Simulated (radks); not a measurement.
The numbers below are computed, except where a source is named.
Problem. Excited configurations of Pb LXXXI: one electron is placed in a higher orbital outside 1s1. The ground configuration is [He]. Code: a radial shooting solver on a logarithmic mesh with Libxc functionals. Model: Dirac Kohn-Sham, LDA (Slater exchange, Perdew-Wang correlation), spin-unpolarised, spherical densities, point nucleus; open shells are shared between the two j in proportion to 2j + 1. Excitation = E - E(ground); binding = E(ion) - E, where the ion is the core of charge +81; n* = 81/sqrt(2 binding) in atomic units. These energies are relativistic, and a one-electron ion of charge +81 with no core already has n* below n in this formula (Dirac formula, point nucleus, mean over j: 3s 2.853, 3p 2.920, 3d 2.973, 6s 5.829, 6d 5.951, 7s 6.826, 7p 6.894). The quantum defect is therefore taken as that value minus n*, so that it holds no relativistic shift of the bare ion. Eigenvalue and <r> are those of j = l + 1/2.

outer orbital  excitation (eV)  binding (eV)     n*  quantum defect  eigenvalue (eV)  <r> (bohr)
3s                       88974       11018.0  2.846           0.006         -10953.5      0.1484
3p                       89513       10478.7  2.919           0.001         -10156.3      0.1481
3d                       89918       10074.1  2.977          -0.004          -9916.5      0.1276
6s                       97359        2633.1  5.823           0.007          -2618.7      0.6259
6d                       97473        2518.7  5.953          -0.002          -2493.8      0.6202
7p                       98113        1879.0  6.893           0.002          -1849.3      0.8744

Estimate the row for 7s.

Solution. excitation (eV) 98072; binding (eV) 1919.8; n* 6.819; quantum defect 0.007; eigenvalue (eV) -1909.4; <r> (bohr) 0.8591. The Delta-SCF ionisation energy is 99992 eV (NIST Atomic Spectra Database: 99491.8 eV, theoretical). Self-interaction in the functional shifts the binding energies and quantum defects, so they are the method's values and not measured ones. Spin polarisation and multiplet splitting are left out, so open shells lie too high by an amount that depends on their filling. Nuclear size, the Breit interaction and QED, all absent here, shift the 1s and 2s values of heavy ions.

Beside tabulated values, note that spin-unpolarised runs miss the spin-polarisation part of the exchange energy of open shells.
